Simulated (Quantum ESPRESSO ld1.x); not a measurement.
Ho V, configuration [Kr] 4d10 4f9 5s2 5p5.75 6p0.25 (fractional occupations, a model configuration). Calculated with ld1.x of Quantum ESPRESSO 7.5: Dirac Kohn-Sham, PW86 exchange with PBE correlation, spin-unpolarised, spherical densities, point nucleus; open shells are shared between the two j in proportion to 2j + 1.

Normalised radial functions P(r) = r R(r) (large component), r in bohr:

```
   r/bohr * 5s1/2, o 5d5/2 (the largest magnitude, 1.06, reaches the edge; | marks zero, & curves that meet)
  0.00185                             o *
 0.002153                             o *
 0.002507                             o  *
 0.002918                             o  *
 0.003398                             o  *
 0.003924                             o  *
 0.004568                             o   *
 0.005318                             o   *
 0.006191                             o   *
 0.007207                             o   *
  0.00839                             o   *
 0.009768                             o   *
  0.01128                             o   *
  0.01313                             o   *
  0.01529                             o  *
   0.0178                             o  *
  0.02072                             o *
  0.02412                             &
  0.02808                            *|o
  0.03243                          *  |o
  0.03775                         *   |o
  0.04395                       *     | o
  0.05117                      *      | o
  0.05956                      *      |  o
  0.06934                       *     |   o
  0.08073                         *   |   o
  0.09323                           * |    o
   0.1085                             | *   o
   0.1264                             |     &
   0.1471                             |     o  *
   0.1712                             |    o    *
   0.1993                             |  o     *
   0.2321                             |o  *
    0.268                           o*|
    0.312                     *  o    |
   0.3632                *    o       |
   0.4229              *     o        |
   0.4923                 *  o        |
   0.5731                      o  *   |
   0.6672                          o  |     *
   0.7705                             | o            *
    0.897                             |      o               *
    1.044                             |            o             *
    1.216                             |                o         *
    1.415                             |                   o  *
    1.648                             |                *   o
    1.918                             |          *       o
    2.215                             |      *         o
    2.579                             |  *         o
    3.002                             |*       o
    3.495                             *     o
    4.069                             *  o
    4.737                             *o
    5.514                             *o
    6.368                             &
    7.414                             &
    8.631                             &
    10.05                             &
```

5s1/2: eigenvalue -98.472 eV, 4 radial nodes at r = 0.0251, 0.0995, 0.259, 0.612 bohr, <r> = 1.22 bohr, 90 % of the charge inside 1.75 bohr. 5d5/2 (empty): eigenvalue -38.839 eV, 2 radial nodes at r = 0.244, 0.735 bohr, <r> = 1.90 bohr, 90 % of the charge inside 2.81 bohr.
